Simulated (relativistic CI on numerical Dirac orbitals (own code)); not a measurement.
Cr³⁺: resonant inelastic scattering at the L2,3 edge

Computed with this model: Dirac-Coulomb-Breit CI, separate exchange-only KLI orbitals for each configuration, model QED (radiative potential, 1s self-energy scaled to tabulated hydrogen-like ionisation energies), valence Slater integrals scaled by 0.8, Kramers-Heisenberg scattering through one core-hole configuration in a parametric crystal field; configurations [Ar] 3d3 → [He] 2s2 2p5 3s2 3p6 3d4; 300 K; core-hole width 0.4 eV; summed over polarisations. Incident energies are the highest absorption maxima for each field (at most a few, so the weaker spin-orbit partner edge can be absent), on the computed scale of the free ion. Intensities are in per cent of the strongest line above 0.02 eV; levels within 1 cm⁻¹ are merged; final levels count from the ground level, the first row holds all elastic scattering, lines under 0.4 are left out and each table stops after 24 rows. The scale of the Slater integrals is a model choice and moves the terms in proportion.

Field parameters in Wybourne normalisation: D3d B²₀ = −7Dσ, B⁴₀ = −14Dq − 21Dτ, B⁴₃ = −14√(10/7) Dq. The field is a parameter set, without covalency.

S is read from ⟨S²⟩ = S(S + 1).

D3d, 10Dq = 14250, Dσ = -1200, Dτ = 210 cm⁻¹:

| Final level (eV) | Degeneracy | Irrep | S | 580.5 eV | 581.4 eV | 587.8 eV |
| --- | --- | --- | --- | --- | --- | --- |
| 0.000 | 2 | Γ4 | 1.50 | 649.4 | 538.1 | 683.8 |
| 0.000 | 2 | Γ5+Γ6 | 1.50 | 38.7 | 42.2 | 47.0 |
| 1.838 | 2 | Γ4 | 1.50 | 29.5 | 13.8 | 45.8 |
| 1.840 | 2 | Γ4 | 1.49 | 31.0 | 17.0 | 93.2 |
| 1.846 | 2 | Γ5+Γ6 | 1.49 | 22.8 | 14.9 | 94.9 |
| 1.853 | 2 | Γ4 | 1.49 | 12.0 | 6.1 | 76.5 |
| 1.991 | 2 | Γ5+Γ6 | 1.35 | 12.1 | 14.4 | 100.0 |
| 2.001 | 2 | Γ4 | 1.41 | 12.2 | 9.1 | 44.6 |
| 2.053 | 2 | Γ4 | 0.68 | 9.0 | 14.7 | 19.9 |
| 2.064 | 2 | Γ5+Γ6 | 0.78 | 12.2 | 12.6 | 16.6 |
| 2.162 | 2 | Γ5+Γ6 | 0.51 | 9.9 | 16.3 | 28.3 |
| 2.168 | 2 | Γ4 | 0.52 | 6.4 | 14.1 | 36.1 |
| 2.274 | 2 | Γ4 | 0.51 | 6.9 | 18.5 | 33.5 |
| 2.712 | 2 | Γ4 | 1.48 | 6.0 | 14.8 | 17.4 |
| 2.718 | 2 | Γ5+Γ6 | 1.50 | 7.7 | 19.8 | 23.9 |
| 2.860 | 2 | Γ4 | 0.55 | 10.7 | 6.9 | 33.8 |
| 2.995 | 2 | Γ4 | 1.47 | 3.9 | 15.6 | 29.9 |
| 3.004 | 2 | Γ5+Γ6 | 1.48 | 5.8 | 13.0 | 21.3 |
| 3.012 | 2 | Γ4 | 1.49 | 9.2 | 13.9 | 16.8 |
| 3.017 | 2 | Γ4 | 1.49 | 11.8 | 19.5 | 13.5 |
| 3.135 | 2 | Γ5+Γ6 | 0.54 | 7.6 | 13.0 | 36.1 |
| 3.159 | 2 | Γ4 | 0.56 | 9.8 | 8.9 | 33.8 |
| 3.625 | 2 | Γ4 | 0.51 | 1.0 | 2.2 | 9.1 |
| 3.913 | 2 | Γ4 | 0.50 | 6.4 | 14.7 | 9.8 |

D3d, 10Dq = 14250, Dσ = -860, Dτ = 210 cm⁻¹:

| Final level (eV) | Degeneracy | Irrep | S | 580.5 eV | 581.4 eV | 587.8 eV |
| --- | --- | --- | --- | --- | --- | --- |
| 0.000 | 2 | Γ4 | 1.50 | 679.9 | 576.2 | 723.0 |
| 0.000 | 2 | Γ5+Γ6 | 1.50 | 41.1 | 45.8 | 54.1 |
| 1.853 | 2 | Γ4 | 1.50 | 32.4 | 14.3 | 51.3 |
| 1.855 | 2 | Γ4 | 1.49 | 33.1 | 19.3 | 93.9 |
| 1.861 | 2 | Γ5+Γ6 | 1.49 | 23.5 | 15.5 | 100.0 |
| 1.868 | 2 | Γ4 | 1.49 | 12.9 | 5.7 | 79.0 |
| 1.938 | 2 | Γ5+Γ6 | 1.46 | 18.4 | 14.8 | 98.0 |
| 1.944 | 2 | Γ4 | 1.48 | 14.5 | 6.9 | 49.9 |
| 2.064 | 2 | Γ4 | 0.56 | 9.7 | 19.0 | 21.7 |
| 2.071 | 2 | Γ5+Γ6 | 0.60 | 10.6 | 15.0 | 25.4 |
| 2.164 | 2 | Γ5+Γ6 | 0.51 | 10.2 | 18.5 | 28.1 |
| 2.177 | 2 | Γ4 | 0.52 | 6.7 | 14.2 | 38.3 |
| 2.256 | 2 | Γ4 | 0.51 | 7.5 | 19.0 | 33.7 |
| 2.702 | 2 | Γ4 | 1.49 | 6.4 | 14.8 | 17.9 |
| 2.707 | 2 | Γ5+Γ6 | 1.50 | 8.2 | 20.9 | 22.4 |
| 2.891 | 2 | Γ4 | 0.56 | 11.1 | 8.1 | 35.8 |
| 2.965 | 2 | Γ4 | 1.47 | 3.5 | 15.5 | 26.9 |
| 2.975 | 2 | Γ5+Γ6 | 1.48 | 6.0 | 13.7 | 21.7 |
| 2.985 | 2 | Γ4 | 1.49 | 9.1 | 14.0 | 16.2 |
| 2.991 | 2 | Γ4 | 1.49 | 12.5 | 20.2 | 14.3 |
| 3.105 | 2 | Γ5+Γ6 | 0.54 | 7.7 | 13.1 | 39.3 |
| 3.122 | 2 | Γ4 | 0.57 | 11.2 | 9.4 | 35.5 |
| 3.622 | 2 | Γ4 | 0.51 | 0.8 | 2.1 | 9.7 |
| 3.923 | 2 | Γ4 | 0.50 | 6.9 | 14.6 | 11.5 |

For the first field the strongest loss at the lowest incident energy is the level at 1.84 eV (S = 1.49, against 1.50 in the thermal ground state). Levels of other spin, the first over 8 % at 2.05 eV, appear because spin-orbit coupling of the core hole, and in heavier ions of the valence shell too, mixes spins.
